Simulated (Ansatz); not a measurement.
Total energies of `C=CCCCCCCCCC[S][Cu]` from Ansatz at PBE0-D4/def2-SVP, gas phase (1 Eh = 27.2114 eV = 2625.5 kJ/mol). The reference geometry is relaxed at PBE-D4/def2-SVP.

```tsv
state	geometry	energy (Eh)
charge 0 singlet	reference	-2468.96804
charge 1 doublet	reference	-2468.69469
charge -1 doublet	reference	-2468.98272
free C atom (triplet)	–	-37.76066
free S atom (triplet)	–	-397.83788
free Cu atom (doublet)	–	-1639.98898
free H atom (doublet)	–	-0.50029
```

Task: Work out the vertical ionisation energy to the doublet.

Result: E(charge 1 doublet) − E(charge 0 singlet) = -2468.69469 − (-2468.96804) = 0.27335 Eh = 7.44 eV. For comparison, −ε of the highest occupied level is 5.46 eV at this level, 1.98 eV less.

Task: Work out the vertical electron affinity, to the doublet.

Result: E(charge 0 singlet) − E(charge -1 doublet) = -2468.96804 − (-2468.98272) = 0.01468 Eh = 0.40 eV. The basis lacks diffuse functions, which makes affinities too small.

Task: Give the fundamental gap IE − EA, the Mulliken electronegativity (IE + EA)/2 and the hardness (IE − EA)/2.

Result: From the values in Eh: IE − EA = 0.27335 − 0.01468 = 0.25867 Eh = 7.04 eV; (IE + EA)/2 = 3.92 eV; (IE − EA)/2 = 3.52 eV. The HOMO–LUMO gap of the same run is 3.50 eV, 3.54 eV smaller than the fundamental gap.

Task: What is the binding energy per atom against free atoms?

Result: Atoms: 11 × (-37.76066) + 1 × (-397.83788) + 1 × (-1639.98898) + 21 × (-0.50029) = -2463.70021 Eh. Binding: -2463.70021 − (-2468.96804) = 5.26783 Eh = 143.35 eV, or 4.22 eV for each of 34 atoms (no zero-point energy, no counterpoise term).

The restricted singlet is unstable towards broken spin symmetry in Hartree–Fock (as tested in another run); at PBE0-D4/def2-SVP this wasn't settled. At PBE0-D4/def2-SVP the highest occupied level of the charge -1 doublet lies above zero (up to 1.25 eV). By energy differences its removal costs 0.40 eV (vertical, to the charge 0 singlet, at PBE0-D4/def2-SVP); self-interaction error and the lack of diffuse functions both raise the level.
